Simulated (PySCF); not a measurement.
# Checking a proposed structure

A compound C₆H₁₂OSi₂ gives the data below (simulated from a calculation) and was assigned the structure `C=C(C)[C@@]1([SiH3])C=CO[SiH2]1`.

¹³C{¹H} NMR (computed): δ 179.4 (C), 161.9 (CH), 98.0 (CH), 96.2 (CH), 41.5 (CH2), 18.8 (CH3).

¹H NMR (500 MHz, computed): δ 7.21 (d, 1H), 5.13 (t, 1H), 5.04 (m, 1H), 4.22 (m, 2H), 4.20 (m, 2H), 2.25 (q, 2H), 1.36 (t, 3H).

Computed data (PySCF 2.14): structure optimised with GFN2-xTB, GIAO PBE0/pcSseg-1 shieldings. One computed conformer, fast rotation and ring inversion assumed for equivalent nuclei, gas phase, non-relativistic.

References, each an isolated molecule treated in the same way: ¹H (σref 31.72), ¹³C (σref 186.93) against TMS.

(1) Compare with the shifts computed for the proposed structure, pairing carbons in order of shift.

(2) Which isomer fits?

## Answers

(1) Structure with atom numbers: `[CH2:1]=[C:2]([CH3:3])[C@@:4]1([SiH3:5])[CH:6]=[CH:7][O:8][SiH2:9]1`. Hydrogens are named by the atom that carries them.

```csv
atom,computed for proposal,given list,difference
C2,155.2,179.4,-24.2
C7,154.3,161.9,-7.6
C6,116.1,98.0,+18.1
C1,112.9,96.2,+16.7
C4,37.1,41.5,-4.4
C3,29.5,18.8,+10.7
```

The rms difference is 15.2 ppm and the largest -24.2 ppm at C2 (fully substituted alkene carbon). The carbon types in order of shift don't match either: C, CH, CH, CH2, C, CH3 for the proposal against C, CH, CH, CH, CH2, CH3 in the data. The proposal doesn't fit.

(2) `C1(CC)=C[SiH2][SiH2]C=CO1`.

- Carbon types of the structure: 1 × C, 3 × CH, 1 × CH2, 1 × CH3, leaving 4 H on heteroatoms.
- δC 179.4, 161.9: alkene carbon bearing oxygen; an sp2 carbon further deshielded by the attached heteroatom.
- δC 98.0, 96.2: β carbon of an enol-ether or enamine type C=C; the O or N lone pair pushes π density onto this β carbon and shields it.
- δH 7.21: hydrogen on an alkene carbon bearing oxygen; olefinic region.
- δH 5.13, 5.04: hydrogen on a β carbon of an enol-ether or enamine type C=C.

The shifts were computed for this structure.

Shifts are as computed. Against solution values, carbons near 30 ppm lie about +3 ppm off and those near 130 ppm about +5 ppm. Of 1309 compounds with measured shifts, 239 miss one by over three times the rms of a fit or turn the order of signals round; such compounds aren't used in these exercises. Multiplicities follow the n + 1 count of equivalent neighbours, as no J values were calculated; m marks all less simple cases, F and P coupling included.
